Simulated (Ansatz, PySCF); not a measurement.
C4H12O2Si (SMILES CC[SiH](OC)OC), singlet, geometry from GFN2-xTB, with bond 9-2 at 1.4 times its length. Base run: CASSCF(2,4)/STO-3G (PySCF).

The PySCF input:
```python
from pyscf import gto, scf, mcscf
import numpy

mol = gto.M(
    atom='''
Si   -0.02906731   -0.02554580    0.36916303
C     1.62304182    0.74334215   -0.15482036
C     2.82447344   -0.16018718    0.09825193
O    -1.33013248    0.87406973   -0.03188406
C    -1.65116308    2.17036418    0.37494364
O    -0.14286513   -1.38194372   -0.50145487
C    -1.24012955   -2.24129689   -0.62279369
H    -0.07093446   -0.28819987    1.81574134
H     1.82581445    2.05812713    0.59799548
H     1.59269129    0.99749729   -1.21625962
H     3.74632135    0.31230396   -0.23764996
H     2.70109279   -1.09893519   -0.43385216
H     2.91878412   -0.38170792    1.15829109
H    -1.80280408    2.21097682    1.45612980
H    -2.57358544    2.46123951   -0.12920093
H    -0.85747065    2.87147825    0.10722609
H    -1.05417226   -2.90419951   -1.46866414
H    -2.15801879   -1.67772917   -0.79479750
H    -1.35619585   -2.83789871    0.28507082
''',
    basis='sto-3g',
    verbose=4,
)

mf = scf.RHF(mol)
mf.kernel()
mc = mcscf.CASSCF(mf, 4, 2)
mc.fix_spin_(ss=0.0)
mc.kernel()
occ = numpy.linalg.eigvalsh(mc.fcisolver.make_rdm1(mc.ci, mc.ncas, mc.nelecas))[::-1]
ss = mc.fcisolver.spin_square(mc.ci, mc.ncas, mc.nelecas)[0]
print('natural occupations', occ.round(4), ' <S^2>', round(ss, 4))
```

Programs used: Ansatz (an electronic-structure program), PySCF; a row that names a program was run with it.

The base run was repeated with changes; each row names its change, and settings that it needs were set with it.

```
change                                  ΔE vs base (mEh)                 natural occupations  <S^2> of the state
--------------------------------------  ----------------  ----------------------------------  ------------------
base                                               0.000                 1.91 0.09 0.00 0.00                0.00
active space = 4 electrons, 6 orbitals            14.413       1.99 1.98 0.02 0.01 0.00 0.00                0.00
active space = 6 electrons, 7 orbitals           -10.647  1.98 1.98 1.98 0.02 0.02 0.01 0.00                0.00
start = MP2 natural orbitals                       0.075                 1.91 0.09 0.00 0.00                0.00
orbitals = fixed (CASCI)                          39.011                 2.00 0.00 0.00 0.00                0.00
conv_tol = 1e-5                                    0.095                 1.91 0.09 0.00 0.00                0.00
fix_spin_ = off                                    0.000                 1.91 0.09 0.00 0.00                0.00
active space = 6 electrons, 6 orbitals            -9.440       1.98 1.98 1.98 0.02 0.02 0.01                0.00
solver = newton                                    0.000                 1.91 0.09 0.00 0.00                0.00
code = ansatz                                      0.032                                   -                   -
correction = SC-NEVPT2                            -298.8                 1.91 0.09 0.00 0.00                0.00
```

Active orbitals are taken around the Fermi level unless the row says otherwise; CASSCF can end in different local minima, and two programs can end on different orbitals. State-averaged rows give the lowest state.
